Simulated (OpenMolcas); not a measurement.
## Ni3+: CASPT2 settings compared

* Program: OpenMolcas 26.06
* Basis: ANO-R2 [6s5p4d2f1g]
* Scalar Hamiltonian: X2C, finite nucleus
* Active space: 7 electrons in 5 orbitals (3d)
* State averaging: 2S+1 = 4 even, 10 roots; 2S+1 = 2 even, 23 roots kept (CI in the orbitals of an earlier block)
* Spin-orbit coupling: state interaction with AMFI integrals over the reference wave functions, term energies averaged over their components

Methods on the same reference wave functions:
A. CASSCF
B. SS-CASPT2, IPEA 0.2 Eh, imaginary shift 0.25 Eh (closed shells correlated: 2s 2p 3s 3p)
C. SS-CASPT2, IPEA 0.15 Eh, real shift 0.1 Eh (closed shells correlated: 3s 3p)
D. XMS-CASPT2, IPEA 0.1 Eh, sigma2 regulariser 0.05 Eh (closed shells correlated: none)

Energies in eV above 3d7 4F 9/2, the measured ground level; measured values from Corliss and Sugar, J. Phys. Chem. Ref. Data 10, 197 (1981).

```csv
Level,A,B,C,D,Measured
3d7 4F 9/2,0.0000,0.0000,0.0000,0.0000,0.0000
3d7 4F 7/2,0.1431,0.1438,0.1438,0.1432,0.1475
3d7 4F 5/2,0.2519,0.253,0.253,0.252,0.2532
3d7 4F 3/2,0.3282,0.329,0.329,0.328,0.3250
3d7 4P 5/2,2.7602,2.246,2.248,2.365,2.2464
3d7 2G 9/2,2.7670,2.453,2.442,2.690,2.4586
3d7 4P 3/2,2.7999,2.288,2.289,2.409,2.2772
3d7 4P 1/2,2.8681,2.355,2.356,2.474,2.3505
3d7 2G 7/2,2.9069,2.594,2.583,2.830,2.5972
```

Deviations, from unrounded energies. A percentage is the sum of absolute deviations over the sum of measured energies, with the sign that they share, or ± where signs differ.

```tsv
Against measurement	Levels	A	B	C	D
mean absolute deviation (cm-1)	8	2200	33	59	850
fine structure of the ground term (%)	3	±1.2	±1.1	±1.1	±1.2
other terms of the ground configuration (%)	5	+18.2	±0.2	±0.4	+7.0
```

B lies closest to measurement on these levels and A furthest from it. The largest miss of B in the table is 3d7 4P 3/2, by +85 cm-1. The ranking rests on the paired levels alone, and a cruder setting can come out closer through cancelling errors.

Among B to D the level of the table that moves most is 3d7 2G 9/2, by 2000 cm-1 (lowest in C, highest in D). Moves below CASPT2's spread within the term are not significant.

The mean deviations of B to D differ by less than CASPT2's widest spread within a term (1100 cm-1), so their order carries little weight.

From A to B the spin-free energies of the other terms of 3d7 shown, above 4F, scale by factors of 0.81 to 0.88, as is usual when dynamic correlation screens the repulsion within a d or f shell.

The lowest spin-free term lies below A's lowest term by 0.627 hartree in B, 0.544 hartree in C, 0.195 hartree in D.

Term energies are means over components that CASPT2 splits; among the terms shown or strongly mixed into the levels shown the widest spread is 1100 cm-1 (3d7 4F, C). Terms from blocks run as CI alone lack orbitals of their own. Without dynamic correlation excited terms often stand tens of per cent too high (terms of higher spin than the ground term too low), and those without a measured partner can miss by more than the paired ones (holds for A). Measured partners are found by configuration, term and J. A level has none where our copy of the source lacks it or the pairing is in doubt (some pairs that miss far off the trend of their configuration count as doubtful), and it then counts in no deviation. Levels of configurations outside the active space are missing. The table leaves out levels that lie high or whose names do not pair safely across all columns.
